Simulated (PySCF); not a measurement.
C3H8O2Si, SMILES C=C[Si](C)(O)O.

Geometry optimised at PBE0-D3(BJ)/def2-SVP. One conformer was computed; it need not be the lowest.

Two levels are set side by side: TDA-PBE/def2-SVPD (PySCF) and TDA-LC-ωPBE/def2-SVPD (PySCF). Vertical, same geometry. The lowest singlet is HOMO→LUMO 95 % with PBE and HOMO−1→LUMO 56 %, HOMO−1→LUMO+1 15 % with the other functional; states are paired by order. Differences are taken from unrounded values.

```tsv
quantity	TDA-PBE
lowest singlet excitation (eV)	5.43
lowest triplet excitation (TDA) (eV)	4.33
first bright state (f over 0.05) (eV)	7.13
its oscillator strength	0.13
```

Question: These are the TDA-PBE values. What does TDA-LC-ωPBE give? (The exact figures need the calculation; the answer reports its results.)

Answer: 
```json
[
 {"quantity": "lowest singlet excitation (eV)", "TDA-LC-ωPBE": "6.63", "TDA-PBE minus TDA-LC-ωPBE": "-1.20"},
 {"quantity": "lowest triplet excitation (TDA) (eV)", "TDA-LC-ωPBE": "4.07", "TDA-PBE minus TDA-LC-ωPBE": "0.26"},
 {"quantity": "first bright state (f over 0.05) (eV)", "TDA-LC-ωPBE": "7.81", "TDA-PBE minus TDA-LC-ωPBE": "-0.68"},
 {"quantity": "its oscillator strength", "TDA-LC-ωPBE": "0.57", "TDA-PBE minus TDA-LC-ωPBE": "-0.44"}
]
```

Functionals without exact exchange tend to place singlet excitations lower, as here. Differences between two approximate levels are no errors against the true value.

Rough cost on one machine, each run with all the roots and properties that it gave: TDA-LC-ωPBE against TDA-PBE about 3 times.
